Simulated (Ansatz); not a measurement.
CH6AsBOSi, SMILES `O=CB([SiH3])[AsH2]`. Total charge 0; spin multiplicity 1.

```xyz
11

O     0.241   -1.180   -2.221
C    -0.570   -0.532   -1.593
B    -0.279   -0.149   -0.105
Si    0.827    1.477    0.315
As   -1.131   -1.200    1.347
H    -1.519   -0.207   -2.086
H     0.800    1.807    1.765
H     2.225    1.161   -0.086
H     0.367    2.665   -0.456
H     0.021   -1.242    2.326
H    -0.982   -2.601    0.793
```

(1) What are the harmonic wavenumbers in cm⁻¹ at PBE0-D4/def2-TZVP (Ansatz, finite differences of forces, unscaled)? (Best estimate.)

(2) Is this a minimum?

(3) Give the ideal-gas thermochemistry at 298.15 K and 1 bar (rigid rotor, harmonic oscillator; point group C1, symmetry number 1).

(4) And at 400, 500, 600, 800 and 1000 K?

(5) Rotational constants (cm⁻¹)?

## Answers

(1) Ansatz gave: 62, 79, 105, 130, 177, 218, 303, 402, 474, 564, 630, 653, 750, 876, 923, 944, 987, 1008, 1036, 1400, 1740, 2212, 2219, 2224, 2247, 2267, 2823.

(2) Yes, all 27 modes are real.

(3) Zero-point energy 164.2 kJ/mol; H(298) − E = 189.6 kJ/mol; entropy 393.2 J/(mol·K), of which translation 171.2, rotation 120.6, vibration 101.5; G(298) − E = 72.4 kJ/mol. Modes under 100 cm⁻¹ are hindered rotations or soft bends, so the harmonic entropy is rough.

(4) 
| T (K) | H − E (kJ/mol) | S (J/mol/K) | G − E (kJ/mol) |
| --- | --- | --- | --- |
| 400 | 203.7 | 433.5 | 30.2 |
| 500 | 219.3 | 468.3 | -14.9 |
| 600 | 236.4 | 499.5 | -63.3 |
| 800 | 274.1 | 553.6 | -168.8 |
| 1000 | 315.3 | 599.5 | -284.2 |

(5) 0.08473, 0.05063, 0.0333.
